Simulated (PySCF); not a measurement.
Spin-rotation constants: `[H]/N=C1/C=CC[C@@H]1N=C`, C₆H₈N₂

Geometry:
```csv
atom,x (Å),y (Å),z (Å)
C1,2.360,0.912,0.236
N2,1.304,0.467,0.746
C3,0.408,-0.325,-0.026
C4,-0.448,-1.250,0.850
C5,-1.854,-0.950,0.445
C6,-1.937,0.061,-0.417
C7,-0.621,0.589,-0.727
N8,-0.407,1.603,-1.437
H9,2.983,1.558,0.836
H10,2.713,0.679,-0.776
H11,0.920,-0.886,-0.828
H12,-0.292,-0.998,1.901
H13,-0.199,-2.304,0.717
H14,-2.683,-1.509,0.846
H15,-2.826,0.490,-0.841
H16,0.571,1.873,-1.534
```

Level of theory: GIAO KT3/pcSseg-1 magnetisability, rotational g tensor and spin-rotation constants, non-relativistic, gas phase in PySCF 2.14.0. Geometry: GFN2-xTB.

**Question.** Give the nuclear spin-rotation constants along the inertial axes (H = +C I·J) beside the isotropic shieldings.

**Answer.** Rotational constants 3.5765, 1.9915, 1.3521 GHz. A star marks the isotopologue with that one atom substituted, in its own axes.
| atom | isotope | Caa (kHz) | Cbb (kHz) | Ccc (kHz) | mean (kHz) | σ (ppm) |
| --- | --- | --- | --- | --- | --- | --- |
| N2 | 14N | 1.155 | 0.129 | 0.256 | 0.513 | -110.2 |
| N8 | 14N | 0.981 | 0.331 | 0.036 | 0.450 | -26.9 |
| H9 | 1H | 0.112 | -0.196 | -0.038 | -0.041 | 24.7 |
| H10 | 1H | -0.216 | -0.151 | 0.063 | -0.102 | 24.4 |
| H11 | 1H | -0.288 | -0.235 | 0.054 | -0.156 | 28.3 |
| H12 | 1H | -0.325 | -0.102 | -0.020 | -0.149 | 28.3 |
| H13 | 1H | -0.369 | -0.068 | -0.035 | -0.158 | 28.6 |
| H14 | 1H | 0.291 | -0.133 | -0.150 | 0.003 | 24.7 |
| H15 | 1H | 0.010 | 0.004 | -0.150 | -0.046 | 25.4 |
| H16 | 1H | 0.601 | -0.188 | -0.164 | 0.083 | 21.5 |
| C1 | 13C* | 1.298 | 0.454 | 0.532 | 0.761 | 44.7 |
| C3 | 13C* | 0.808 | 0.478 | 0.293 | 0.526 | 113.0 |
| C4 | 13C* | 0.595 | 0.402 | 0.262 | 0.419 | 139.0 |
| C5 | 13C* | 1.802 | 0.703 | 0.225 | 0.910 | 37.5 |
| C6 | 13C* | 1.578 | 0.647 | 0.245 | 0.823 | 54.8 |
| C7 | 13C* | 1.728 | 0.773 | 0.345 | 0.949 | 15.7 |

For the geometry as given, no vibrational averaging.

**Question.** How do the rotational constants and the g tensor change when H9, H10, H11, H12, H13, H14, H15, H16 are replaced by deuterium?

**Answer.** Constants 3.0902, 1.7033, 1.1802 GHz; g -0.0695, -0.0178, -0.0045, against -0.0792, -0.0213, -0.0051 before.
